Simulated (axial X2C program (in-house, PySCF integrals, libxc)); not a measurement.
**Levels of PBr⁺ by electron attachment to PBr²⁺ (EOM-EA-CCSD)**

Calculated with an axial X2C code built on PySCF integrals: two-component X2C with atomic mean-field Coulomb and Gaunt terms, Gaussian nuclei, basis Br dyall-acv3z, P dyall-av3z with contracted cores.

R = 1.980 Å (0.960 times 2.063 Å, the PBE0 minimum at charge 1 for the lowest determinant).

Levels of PBr⁺ obtained by attaching an electron to PBr²⁺:

```
  Ω  binding energy (eV)  above lowest (cm⁻¹)                 attached spinor  one-particle weight
1/2               15.878                    0  66% P pπ, 14% Br pπ, 11% Br dπ                 0.95
3/2               15.763                  924  63% P pπ, 17% Br pπ, 10% Br dπ                 0.95
1/2               11.095                38581   33% P pσ, 24% P dσ, 18% Br pσ                 0.95
1/2                8.568                58962  39% P sσ, 20% Br sσ, 18% Br dσ                 0.97
```

Q: Take the first Ω = 1/2 and Ω = 3/2 rows of π character: how far apart are they, and which lies lower?

A: E(3/2) − E(1/2) = 924 − 0 = 924 cm⁻¹ at EOM-EA-CCSD: regular, Ω = 1/2 lower. Splittings at this level can be off by ten to twenty per cent.

This point took 16 s on 1 thread of Intel(R) Xeon(R) Processor @ 2.30GHz, with other jobs on the host.

Reference electrons by ω block (each with its −ω partner): 1/2: 17, 3/2: 6, 5/2: 1. 10 electrons of PBr²⁺ correlated (inner shells frozen), 92 natural virtual spinors (a truncated set); levels can be off by some tenths of an eV. Roots sought by Ω: (1/2: 5, 3/2: 4, 5/2: 2, 7/2: 1); the list ends where they run out and leaves out roots under 60 % one-particle weight. The solver can skip a root, and states that need a further excitation, which the method places far too high, are missing though they may lie low or lowest. T1 of the reference 0.031 (Lee–Taylor). The reference was not checked to be the lowest state of its species. Number of frozen shells: Br 3 s, 2 p, 1 d; P 2 s, 1 p. Large amplitudes in the reference (orbital relaxation or multireference character) lower the reliability.
